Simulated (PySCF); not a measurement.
CH₄N, SMILES C[NH], multiplicity 2. Atoms are numbered in the order given.

```xyz
6

C     -0.0105     0.6240     0.0000
N      0.1542    -0.8021     0.0000
H     -0.5911     0.9736     0.8801
H      0.9647     1.1310     0.0000
H     -0.5911     0.9736    -0.8801
H     -0.7988    -1.2078     0.0000
```
Charge 0, spin multiplicity 2.

The structure is a stationary point at PBE-D3(BJ)/def2-TZVP. The isomer is the one that the SMILES or the coordinates give; other isomers of the formula were not compared.

All values below come from PySCF 2.14.0 with PBE-D3(BJ)/def2-TZVP.

No scaling factor is applied to the harmonic values.

| mode | ν (cm⁻¹) | IR (km/mol) | moving atoms (share of kinetic energy) |
|---|---|---|---|
| 1 | 242 | 46.9 | H 88 %, N 10 % |
| 2 | 902 | 1.5 | H 82 %, C 16 % |
| 3 | 980 | 19.2 | H 88 %, C 11 % |
| 4 | 1028 | 7.0 | N 51 %, C 39 %, H 10 % |
| 5 | 1293 | 5.7 | H 81 %, C 14 % |
| 6 | 1328 | 18.2 | H 84 %, C 12 % |
| 7 | 1413 | 8.4 | H 95 % |
| 8 | 1433 | 3.7 | H 93 % |
| 9 | 2867 | 13.5 | H 97 % |
| 10 | 2899 | 22.7 | H 91 %, C 9 % |
| 11 | 3023 | 27.9 | H 91 %, C 9 % |
| 12 | 3281 | 11.5 | H 93 % |
